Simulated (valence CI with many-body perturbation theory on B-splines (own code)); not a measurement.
# Ce27+: electric-dipole lines

Calculated by valence CI with perturbative core correlation (CI+MBPT): three valence electrons over a frozen Dirac-Fock core [Ar] 3d10, a basis of 11 s, 11 p, 9 d, 7 f, 5 g, 2 h, 1 i functions for each j, with the one-electron correlation potential Σ1 (screened to all orders), the two-electron term Σ2, the three-electron term Σ3, Breit, model QED; selected single and double excitations, second order for the rest (own B-spline code, finite nucleus).

No measured spectrum was set against this ion. As an estimate, large intervals hold to a few tenths of a per cent, small ones and those within an open d or f shell to about a per cent.

Lines 51 to 100 of 286 in falling wavelength, among levels below 309.36 eV, chosen from the strongest by gf and those to the six lowest levels. Wavelengths and rates use the calculated energies. Electric multipoles are in the length gauge, E1 and E2 with the static RPA response of the core. Weak lines are less certain than strong ones. Lines between different terms over intervals too small for the method are left out, as are lines whose strength nearly cancels. The highest levels of a list are the least certain.

Levels are named by their leading jj configuration (3d3/2^4 stands for four electrons in 3d with j = 3/2), which in mixed levels can hold well under half, so a name can repeat and another be missing. Letters in brackets count levels of one name in rising energy.

| λ vac (Å) | Upper | Lower | A (s⁻¹) | S (a.u.) |
| --- | --- | --- | --- | --- |
| 147.6 | (4s 4p3/2 4d3/2) J=3/2 [b] | (4s^2 4d3/2) J=3/2 | 2.91e+10 | 1.85e-01 |
| 147.5 | (4s 4p3/2 4d5/2) J=7/2 [a] | (4s^2 4d5/2) J=5/2 | 1.79e+10 | 2.27e-01 |
| 147.1 | (4p1/2 4p3/2 4d5/2) J=7/2 [b] | (4s 4p1/2 4d5/2) J=5/2 [b] | 1.94e+10 | 2.44e-01 |
| 146.8 | (4p1/2 4p3/2 4d5/2) J=5/2 [b] | (4s 4p1/2 4d5/2) J=3/2 | 2.15e+10 | 2.01e-01 |
| 146.2 | (4p1/2 4p3/2 4d5/2) J=7/2 [a] | (4s 4p1/2 4d5/2) J=5/2 [a] | 3.47e+10 | 4.29e-01 |
| 144.3 | (4s 4p3/2 4d5/2) J=7/2 [b] | (4s^2 4d5/2) J=5/2 | 4.99e+10 | 5.91e-01 |
| 144.1 | (4p1/2 4p3/2 4d3/2) J=5/2 [a] | (4s 4p1/2 4d3/2) J=5/2 | 2.17e+10 | 1.92e-01 |
| 143.7 | (4s 4p1/2 4f5/2) J=7/2 | (4s 4p3/2 4d5/2) J=7/2 [a] | 1.01e+10 | 1.19e-01 |
| 143.2 | (4s 4p1/2 4d3/2) J=3/2 [a] | (4s 4p1/2 4p3/2) J=3/2 [b] | 8.77e+09 | 5.08e-02 |
| 141.8 | (4p1/2 4p3/2 4d5/2) J=9/2 | (4s 4p1/2 4d5/2) J=7/2 | 2.47e+10 | 3.47e-01 |
| 141.3 | (4p3/2^2 4d3/2) J=3/2 [b] | (4s 4p3/2 4d3/2) J=5/2 [b] | 3.35e+10 | 1.87e-01 |
| 140.3 | (4p1/2 4p3/2 4d3/2) J=7/2 | (4s 4p1/2 4d3/2) J=5/2 | 1.92e+10 | 2.09e-01 |
| 139.4 | (4p3/2^2 4d5/2) J=7/2 | (4s 4p3/2 4d3/2) J=7/2 | 1.57e+10 | 1.67e-01 |
| 139.2 | (4p1/2 4p3/2 4d5/2) J=5/2 [a] | (4s 4p1/2 4d5/2) J=7/2 | 1.79e+10 | 1.43e-01 |
| 139.1 | (4s 4p3/2 4d3/2) J=5/2 [b] | (4s^2 4d3/2) J=3/2 | 6.23e+10 | 4.97e-01 |
| 139.0 | (4p1/2 4p3/2 4d5/2) J=1/2 | (4s 4p1/2 4d5/2) J=3/2 | 4.52e+10 | 1.20e-01 |
| 138.4 | (4p1/2 4p3/2^2) J=3/2 | (4s 4p1/2 4p3/2) J=5/2 | 2.10e+10 | 1.10e-01 |
| 137.5 | (4p1/2 4p3/2 4d3/2) J=5/2 [a] | (4s 4p1/2 4d3/2) J=3/2 [a] | 1.44e+10 | 1.11e-01 |
| 137.4 | (4p1/2 4p3/2^2) J=5/2 | (4s 4p1/2 4p3/2) J=5/2 | 1.81e+10 | 1.39e-01 |
| 137.3 | (4s 4p1/2 4p3/2) J=3/2 [b] | (4s^2 4p1/2) J=1/2 | 5.90e+10 | 3.01e-01 |
| 136.7 | (4s 4p1/2 4d3/2) J=5/2 | (4s 4p1/2 4p3/2) J=3/2 [b] | 1.49e+09 | 1.12e-02 |
| 136.4 | (4p3/2^2 4d3/2) J=5/2 | (4s 4p3/2 4d3/2) J=5/2 [a] | 1.15e+10 | 8.67e-02 |
| 136.2 | (4p3/2^2 4d5/2) J=9/2 | (4s 4p3/2 4d5/2) J=9/2 | 1.25e+10 | 1.56e-01 |
| 136.0 | (4p1/2 4p3/2^2) J=1/2 | (4s 4p1/2 4p3/2) J=3/2 [b] | 9.49e+10 | 2.35e-01 |
| 135.8 | (4p1/2 4p3/2 4d5/2) J=3/2 [b] | (4s 4p1/2 4d5/2) J=5/2 [b] | 6.36e+10 | 3.14e-01 |
| 135.1 | (4p3/2^2 4d5/2) J=7/2 | (4s 4p3/2 4d5/2) J=9/2 | 2.08e+10 | 2.02e-01 |
| 134.9 | (4p1/2 4p3/2 4d3/2) J=5/2 [b] | (4s 4p1/2 4d3/2) J=3/2 [b] | 2.41e+10 | 1.75e-01 |
| 134.7 | (4p1/2 4p3/2 4d3/2) J=3/2 [b] | (4s 4p1/2 4d3/2) J=1/2 | 1.69e+10 | 8.17e-02 |
| 134.6 | (4p1/2 4p3/2 4d3/2) J=5/2 [b] | (4s 4p1/2 4d5/2) J=5/2 [a] | 1.56e+10 | 1.13e-01 |
| 134.3 | (4p1/2 4p3/2 4d3/2) J=3/2 [b] | (4s 4p1/2 4d3/2) J=3/2 [b] | 2.97e+10 | 1.42e-01 |
| 134.3 | (4p3/2^2 4d3/2) J=3/2 [a] | (4s 4p3/2 4d3/2) J=5/2 [a] | 1.74e+10 | 8.34e-02 |
| 134.3 | (4p1/2 4p3/2 4d3/2) J=3/2 [a] | (4s 4p1/2 4d3/2) J=3/2 [a] | 4.96e+10 | 2.37e-01 |
| 134.2 | (4s 4p3/2 4d3/2) J=1/2 [b] | (4s^2 4d3/2) J=3/2 | 9.99e+10 | 2.38e-01 |
| 134.0 | (4p1/2 4p3/2 4d3/2) J=1/2 [b] | (4s 4p1/2 4d3/2) J=1/2 | 3.94e+10 | 9.35e-02 |
| 133.9 | (4s 4p1/2 4f5/2) J=5/2 [b] | (4s 4p3/2 4d3/2) J=7/2 | 1.24e+10 | 8.78e-02 |
| 133.6 | (4p1/2 4p3/2 4d3/2) J=1/2 [a] | (4s 4p1/2 4d3/2) J=3/2 [a] | 6.72e+10 | 1.58e-01 |
| 133.5 | (4p1/2^2 4p3/2) J=3/2 | (4s 4p1/2^2) J=1/2 | 3.68e+10 | 1.73e-01 |
| 133.5 | (4p1/2 4p3/2 4d5/2) J=7/2 [b] | (4s 4p1/2 4d5/2) J=7/2 | 2.07e+10 | 1.95e-01 |
| 132.8 | (4s 4p1/2 4f5/2) J=5/2 [b] | (4s 4p3/2 4d3/2) J=5/2 [a] | 1.72e+10 | 1.19e-01 |
| 132.1 | (4s 4p1/2 4p3/2) J=1/2 | (4s^2 4p1/2) J=1/2 | 1.55e+11 | 3.53e-01 |
| 132.1 | (4s 4p3/2^2) J=1/2 | (4s^2 4p3/2) J=3/2 | 1.09e+11 | 2.47e-01 |
| 131.8 | (4s 4p3/2 4d5/2) J=3/2 | (4s^2 4d5/2) J=5/2 | 1.36e+11 | 6.13e-01 |
| 131.4 | (4s 4p3/2^2) J=3/2 | (4s^2 4p3/2) J=3/2 | 1.50e+11 | 6.72e-01 |
| 131.0 | (4s 4p1/2 4f7/2) J=7/2 [c] | (4s 4p3/2 4d3/2) J=7/2 | 1.28e+10 | 1.13e-01 |
| 131.0 | (4s 4p1/2 4d3/2) J=3/2 [a] | (4s 4p1/2 4p3/2) J=5/2 | 6.53e+06 | 2.90e-05 |
| 130.8 | (4p1/2 4p3/2^2) J=3/2 | (4s 4p1/2 4p3/2) J=3/2 [a] | 5.31e+10 | 2.35e-01 |
| 130.7 | (4p3/2^3) J=3/2 | (4s 4p3/2^2) J=5/2 | 3.67e+10 | 1.62e-01 |
| 130.4 | (4s 4p3/2 4d5/2) J=5/2 [b] | (4s^2 4d5/2) J=5/2 | 1.02e+11 | 6.69e-01 |
| 129.9 | (4p1/2 4p3/2^2) J=5/2 | (4s 4p1/2 4p3/2) J=3/2 [a] | 3.84e+08 | 2.49e-03 |
| 129.4 | (4s 4p1/2 4f7/2) J=9/2 | (4s 4p3/2 4d5/2) J=9/2 | 3.94e+10 | 4.22e-01 |
